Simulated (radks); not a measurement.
Initial-state core-level shifts of neutral tellurium when its valence configuration changes from [Kr] 4d10 5s2 5p4. Calculated with a radial shooting solver on a logarithmic mesh with Libxc functionals: Dirac Kohn-Sham, BLYP, spin-unpolarised, spherical densities, point nucleus; open shells are shared between the two j in proportion to 2j + 1. Shifts are changes of the shell-averaged eigenvalues in eV (positive: less bound).

valence	1s	2s	3s	4p
4d10 5s1 5p5	-1.423	-1.394	-1.411	-1.378
4d9 5s2 5p5	-8.688	-9.239	-8.787	-7.030
4d9.5 5s2 5p4.5	-4.314	-4.582	-4.367	-3.518
4d10 5p6	-2.786	-2.730	-2.765	-2.700
4d10 5s1.5 5p4.5	-0.719	-0.705	-0.713	-0.697
4d9.5 5s1.5 5p5	-5.012	-5.267	-5.060	-4.192
4d8 5s2 5p6	-17.618	-18.781	-17.789	-14.040
4d9 5s1 5p6	-10.033	-10.562	-10.127	-8.325
